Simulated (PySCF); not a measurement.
C6H7N3S.
SMILES with atom numbers: `[CH2:1]=[CH:2][c:3]1[cH:4][c:5]([S:6][CH3:7])[n:8][n:9][n:10]1`

Cartesian coordinates in Å at the GFN2-xTB level; atoms count from 1:
```
atom  x, y, z in Å
C1    -3.7035    0.2027   -0.2547
C2    -2.6255   -0.5716   -0.2903
C3    -1.2905   -0.0734    0.0006
C4    -0.1687   -0.8941   -0.0424
C5     1.0435   -0.2712    0.2611
S6     2.5382   -1.1643    0.2499
C7     3.7019    0.1470    0.7096
N8     1.0874    1.0267    0.5671
N9    -0.0030    1.7188    0.5850
N10   -1.1518    1.2287    0.3208
H11   -3.6145    1.2456   -0.0025
H12   -4.6856   -0.1795   -0.4724
H13   -2.6873   -1.6226   -0.5402
H14   -0.2191   -1.9422   -0.2922
H15    3.6586    0.9349   -0.0349
H16    4.6853   -0.3110    0.7351
H17    3.4276    0.5376    1.6839
```

NICS is the negative of the GIAO shielding at a point without a nucleus: at the ring centre (0) and 1 Å above and below it (1); zz is the component along the ring normal. Level: GIAO PBE0/pcSseg-1 (PySCF, non-relativistic, gas phase) on the GFN2-xTB geometry, one conformer.

Ring bond lengths (Å), with Mayer bond orders in brackets: C3–C4 1.391 (1.33), C4–C5 1.396 (1.26), C5–N8 1.334 (1.33), N8–N9 1.292 (1.35), N9–N10 1.277 (1.44), N10–C3 1.348 (1.33).

Task: What do the NICS probes read (ppm)?

Result: 
| ring | type | NICS(0) | NICS(1), two faces | NICS(1)zz, two faces | rms pucker (Å) | centre to ring atoms, mean (Å) |
| --- | --- | --- | --- | --- | --- | --- |
| C3–C4–C5–N8–N9–N10 | 6-membered ring with 3 N; formal bonds all aromatic | -1.9 | -9.3 / -9.3 | -20.5 / -20.5 | 0.00 | 1.34 |

Task: What do they say, and how far can they be read as aromaticity?

Result: 
- C3–C4–C5–N8–N9–N10: mean NICS(1)zz -20.5 ppm, shielded. For a flat ring without four-coordinate atoms the NICS criterion counts such a value as aromatic. NICS(0) lies 7 ppm above the mean NICS(1).

Task: What does the geometric index give? HOMA takes Krygowski's 1993 parameters.

Result: 
- C3–C4–C5–N8–N9–N10: HOMA 0.96; the largest term is that of N9–N10, α(R − Ropt)² = 0.14. The geometric and the magnetic index point the same way.

Task: At the first NICS(1) probe listed for ring C3–C4–C5–N8–N9–N10, 1 Å off the ring, what do the in-plane components average?

Result: The isotropic value is a third of the trace: (3 × -9.3 − (-20.5))/2 = -3.7 ppm.

Task: Give the inner angles of the rings and the Hirshfeld charges of the ring atoms.

Result: 
- C3–C4–C5–N8–N9–N10: C3 119.6° (+0.064 e), C4 115.5° (-0.056 e), C5 120.8° (+0.043 e), N8 119.8° (-0.108 e), N9 123.4° (-0.041 e), N10 120.8° (-0.100 e); sum 720.0° against 720° for a flat convex ring.

Task: What are the shieldings of the ring atoms and their hydrogens in the same run (means over atoms taken as equivalent)?

Result: 
```tsv
atoms	environment	σ isotropic (ppm)
C3	substituted aromatic carbon	34.1
C4	aromatic CH carbon	68.4
C5	substituted aromatic carbon	14.7
N8	pyridine-type nitrogen	-136.0
N9	pyridine-type nitrogen	-260.8
N10	pyridine-type nitrogen	-134.9
H14	aromatic hydrogen	24.88
```
